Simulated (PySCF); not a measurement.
C₆ coefficients of unlike pairs at PW91

Calculated with PySCF 2.14 from the dipole response of each species, C₆(A,B) = (3/π) ∫ α_A(iu) α_B(iu) du, in atomic units, from isotropic polarisabilities. For ions this is the dispersion term alone; charge-induced terms of lower order in 1/R come first.

```csv
species,configuration,basis,relativity,α (bohr³),C₆ (like pair)
Mg,[Ne] 3s2 (1S),dyall-acv3z (20s13p7d4f),none,73.60,653.2
Ga²⁺,[Ar] 3d10 4s1 (2S),aug-cc-pwCVDZ-PP with ECP10MDF (6s5p4d1f),core potential,9.181,26.01
Xe³⁺,[Kr] 4d10 5s2 5p3 (4S),"aug-cc-pVTZ-PP with one added diffuse shell each of d, f type with ECP28MDF (6s5p5d3f)",core potential,9.413,52.97
```

(1) Estimate C₆ for Ga²⁺ with Mg.

No spin-orbit coupling is included.

The other pairs:

```
      pair     C₆
  Xe³⁺, Mg  141.2
Xe³⁺, Ga²⁺  35.82
```

Results:

(1) The integral gives 116.1. The combination rule 2 C_A C_B / (C_A α_B/α_A + C_B α_A/α_B) gives 117.2 and the geometric mean 130.4.
